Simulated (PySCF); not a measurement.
Geometry:
| atom | x (Å) | y (Å) | z (Å) |
| --- | --- | --- | --- |
| C1 | 2.034 | -1.729 | -2.239 |
| C2 | 1.941 | -1.519 | -1.058 |
| Si3 | 1.776 | -1.192 | 0.759 |
| O4 | 0.258 | -0.728 | 1.065 |
| Si5 | -1.085 | 0.193 | 0.856 |
| Si6 | -0.486 | 2.364 | 1.402 |
| Si7 | -1.887 | -0.262 | -1.269 |
| H8 | 2.123 | -1.917 | -3.271 |
| H9 | 1.957 | -2.420 | 1.528 |
| H10 | 2.667 | -0.089 | 1.131 |
| H11 | -1.946 | -0.395 | 1.904 |
| H12 | -0.021 | 2.574 | 2.779 |
| H13 | -1.632 | 3.263 | 1.225 |
| H14 | 0.587 | 2.895 | 0.550 |
| H15 | -0.957 | 0.153 | -2.327 |
| H16 | -2.205 | -1.668 | -1.546 |
| H17 | -3.130 | 0.487 | -1.500 |

- GIAO PBE0/pcSseg-1 shieldings
- GFN2-xTB structure
- program: PySCF 2.14
- one averaged value for each set of equivalent atoms, gas phase, relativity neglected, one conformer

Referencing at the same level of theory: TMS for $^{13}$C (σ = 186.93 ppm) and $^{1}$H (σ = 31.72 ppm) and $^{29}$Si (σ = 349.16 ppm); $^{17}$O (σ = 336.08 ppm) vs H2O.

```tsv
atoms	nucleus	count	δ (ppm)
C2	$^{13}$C	1	?
Si3	$^{29}$Si	1	-55.2
H8	$^{1}$H	1	?
H9/H10	$^{1}$H	2	5.05
O4	$^{17}$O	1	10.2
H11	$^{1}$H	1	?
Si6/Si7	$^{29}$Si	2	-118.5
H12/H13/H14/H15/H16/H17	$^{1}$H	6	3.62
C1	$^{13}$C	1	104.0
Si5	$^{29}$Si	1	-9.5
```

Task: Estimate the values marked ?.

Result: 
- C2: 90.6 ppm, alkyne carbon; the triple bond shields along its axis, which puts it between sp3 and sp2 carbons
- H11: 6.31 ppm, hydrogen on a silicon bonded to O, 2 Si
- H8: 2.05 ppm, hydrogen on a terminal alkyne carbon; it lies on the axis of the triple bond, in its shielding cone

Shifts are as computed. Against solution values, carbons near 30 ppm lie about +3 ppm off and those near 130 ppm about +5 ppm. Of 1309 compounds with measured shifts, 239 miss one by over three times the rms of a fit or turn the order of signals round; such compounds aren't used in these exercises. Experimental scales use liquid or dissolved standards, which lie at an offset from isolated H2O (liquid H2O: subtract about 36 ppm).
